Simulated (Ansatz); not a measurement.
Computed with Ansatz on PBE0-D4/def2-TZVP structures; ΔE is electronic, products minus reactants. CBS: MP2 limit from def2 TZ/QZ plus the TZ coupled-cluster correction, frozen cores. Functionals use def2-TZVPP. For Ga outer-core shells are correlated without core-valence functions, which leaves a few kJ/mol of doubt a bond. Scalar relativity is left out up to krypton. One conformer a species, not always the lowest.

Reaction (redistribution): `C[O][Al]([OH])[SH]` + `[CH3][GaH][SH]` → `[CH3][Al]([OH])[SH]` + `C[O][GaH][SH]`

`C[O][Al]([OH])[SH]`:

Cartesian coordinates in Å:
```
C -1.869 -0.581 -0.360
O -0.669 -0.027 -0.814
Al 0.814 0.329 -0.128
O 1.990 1.020 -1.118
S 1.115 -0.127 1.986
H -2.113 -1.475 -0.943
H -1.830 -0.868 0.699
H -2.685 0.138 -0.485
H 2.867 1.263 -0.832
H 2.379 0.328 1.993
```

`[CH3][GaH][SH]`:

Z-matrix (Å, degrees):
```
C
Ga 1 1.960
H 1 1.090 2 112.0
H 1 1.093 2 110.0 3 121.2
H 1 1.093 2 109.8 3 -120.9
S 2 2.208 1 119.9 3 2.7
H 2 1.564 1 126.4 3 -177.5
H 6 1.343 2 95.1 1 -0.1
```

`[CH3][Al]([OH])[SH]`:

Cartesian coordinates in Å:
```
C 0.671 0.387 1.154
Al -0.328 0.063 -0.473
O -1.140 1.344 -1.228
S -0.471 -1.913 -1.412
H 0.282 -0.211 1.984
H 1.725 0.120 1.033
H 0.619 1.439 1.442
H -1.652 1.262 -2.030
H 0.294 -2.492 -0.471
```

`C[O][GaH][SH]`:

```xyz
9

C    -0.162   -0.015    1.335
O    -0.463   -0.960    0.343
Ga   -0.155   -0.723   -1.395
S     0.754    1.178   -2.024
H    -0.707    0.928    1.194
H    -0.455   -0.425    2.305
H     0.910    0.216    1.381
H    -0.543   -1.862   -2.368
H     0.822    1.663   -0.772
```

```json
{"level": "PBE-D4", "ΔE (kJ/mol)": "47.2", "difference from CCSD(T)/CBS": "-10.1"}
{"level": "revPBE-D4", "ΔE (kJ/mol)": "46.8", "difference from CCSD(T)/CBS": "-10.5"}
{"level": "PBE0-D4", "ΔE (kJ/mol)": "53.0", "difference from CCSD(T)/CBS": "-4.3"}
{"level": "r2SCANh-D4", "ΔE (kJ/mol)": "54.3", "difference from CCSD(T)/CBS": "-3.0"}
{"level": "B2PLYP", "ΔE (kJ/mol)": "55.6", "difference from CCSD(T)/CBS": "-1.7"}
{"level": "PBE0", "ΔE (kJ/mol)": "53.7", "difference from CCSD(T)/CBS": "-3.6"}
{"level": "r2SCANh", "ΔE (kJ/mol)": "54.5", "difference from CCSD(T)/CBS": "-2.8"}
{"level": "r2SCAN0", "ΔE (kJ/mol)": "56.9", "difference from CCSD(T)/CBS": "-0.4"}
{"level": "RPA@PBE/def2-TZVPP", "ΔE (kJ/mol)": "54.3", "difference from CCSD(T)/CBS": "-3.0"}
{"level": "CCSD(T)/def2-SVP", "ΔE (kJ/mol)": "45.8", "difference from CCSD(T)/CBS": "-11.5"}
{"level": "CCSD/def2-TZVPP", "ΔE (kJ/mol)": "57.6", "difference from CCSD(T)/CBS": "0.3"}
{"level": "CCSD(T)/def2-TZVPP", "ΔE (kJ/mol)": "54.7", "difference from CCSD(T)/CBS": "-2.6"}
{"level": "HF/def2-QZVPP", "ΔE (kJ/mol)": "64.0", "difference from CCSD(T)/CBS": "6.7"}
{"level": "SCS-MP2/def2-QZVPP", "ΔE (kJ/mol)": "58.2", "difference from CCSD(T)/CBS": "0.9"}
{"level": "MP2/CBS(def2)", "ΔE (kJ/mol)": "59.0", "difference from CCSD(T)/CBS": "1.7"}
{"level": "CCSD/CBS(def2)", "ΔE (kJ/mol)": "60.2", "difference from CCSD(T)/CBS": "2.9"}
{"level": "CCSD(T)/CBS", "ΔE (kJ/mol)": "57.3", "difference from CCSD(T)/CBS": "0"}
```

**Question.** What do rigid-rotor, harmonic-oscillator terms from PBE0-D4/def2-TZVP frequencies (298.15 K, 1 bar) make of the CCSD(T)/CBS value? (An estimate is asked.)

**Answer.** Ansatz gave: ΔZPE = -0.7 kJ/mol, ΔH = +55.9 kJ/mol, ΔS = -10 J/(mol·K), ΔG = +59.0 kJ/mol. Modes under 50 cm⁻¹ make the entropy rough.

Largest T1 diagnostic among the species: 0.014.

From BLYP to BHLYP (50 % exact exchange), in def2-TZVPP and without D4, ΔE moves by +8.7 kJ/mol. At CCSD(T), def2-SVP lies −11.5 kJ/mol from the extrapolated value and def2-TZVPP −2.6 kJ/mol. In def2-TZVPP, CCSD(T) changes the Hartree–Fock value by −9.1 kJ/mol (the triples alone add −2.9 kJ/mol) and MP2 by −7.3 kJ/mol.
